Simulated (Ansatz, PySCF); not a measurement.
Dissociation curve of N2 (cation, charge +1), doublet.

- UKS-PBE = unrestricted PBE/cc-pVTZ run with Ansatz (a program for electronic structure)
- UKS-TPSSh = unrestricted TPSSh/cc-pVTZ (PySCF)
- UCCSD(T) = CCSD(T) on UHF/cc-pVTZ, 2 core orbitals frozen (PySCF 2.14.0)

Energies relative to the lowest point of each curve near equilibrium, in kJ/mol; the last columns give the difference from UCCSD(T):

| R / Å | UKS-PBE | UKS-TPSSh | UCCSD(T) | UKS-PBE − UCCSD(T) | UKS-TPSSh − UCCSD(T) |
|---|---|---|---|---|---|
| 0.88 | 649.1 | 626.4 | 669.5 | -20.4 | -43.1 |
| 0.93 | 350.6 | 333.3 | 365.3 | -14.7 | -32.0 |
| 0.99 | 136.4 | 125.1 | 145.1 | -8.7 | -20.0 |
| 1.04 | 43.0 | 36.4 | 47.5 | -4.5 | -11.1 |
| 1.07 | 14.2 | 10.3 | 16.7 | -2.5 | -6.4 |
| 1.10 | 1.3 | 0.0 | 2.2 | -0.9 | -2.2 |
| 1.12 | 0.0 | 0.3 | 0.0 | 0.0 | 0.3 |
| 1.16 | 11.4 | 15.0 | 10.0 | 1.4 | 4.9 |
| 1.21 | 45.6 | 52.9 | 42.8 | 2.8 | 10.1 |
| 1.29 | 128.7 | 135.8 | — | — | — |

UKS-PBE is furthest from UCCSD(T) at 0.88 (-20.4 kJ/mol, below); its mean absolute difference over the points is 6.2 kJ/mol.

UKS-TPSSh is furthest from UCCSD(T) at 0.88 (-43.1 kJ/mol, below); its mean absolute difference over the points is 14.5 kJ/mol.

A dash means that the run gave no value there, or that the column was ended at a point which the program doubted or which failed a test of continuity chosen for this set; such a test can also cut sound points.

The scan ran from 0.88 to 4.39 Å; beyond the distances shown one of the unrestricted levels run for this scan, shown here or not, changes its spin distribution in one step. The unrestricted determinant behind UCCSD(T) is spin-contaminated at 0.99 to 1.29 Å (<S²> up to 2.0, against 0.75 for a pure doublet).
